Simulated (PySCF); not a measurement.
## Electron correlation in V(3+) (vanadium, charge +3)

Starting occupation: [Ar] 3d2, 3d5/2 with m_j = +3/2, +5/2. Calculation: PySCF 2.14, in x2c-SVPall-2c with one added diffuse shell each of s, d type (6s5p4d1f, 48 functions); X2C-1e with screened-nucleus spin-orbit coupling, Gaussian nucleus. Frozen: [Ne]; 10 electrons correlated; the 6 highest virtual spinors left out.

MP2 pair energies summed by pair of shells (mhartree):

```csv
pair,energy,share (%)
3p-3p,-103.07,64.0
3d-3p,-39.01,24.2
3p-3s,-9.97,6.2
3s-3s,-4.00,2.5
3d-3s,-3.18,2.0
3d-3d,-1.81,1.1
```

Total MP2 correlation energy: -161.04 mhartree.

The GHF reference relaxed away from the jj start to a determinant that is no pure jj level (⟨S²⟩ = 2.00, ⟨J²⟩ = 20.00); the energies belong to that determinant.

This basis was not built for core-valence correlation, so the inner-shell part is incomplete.
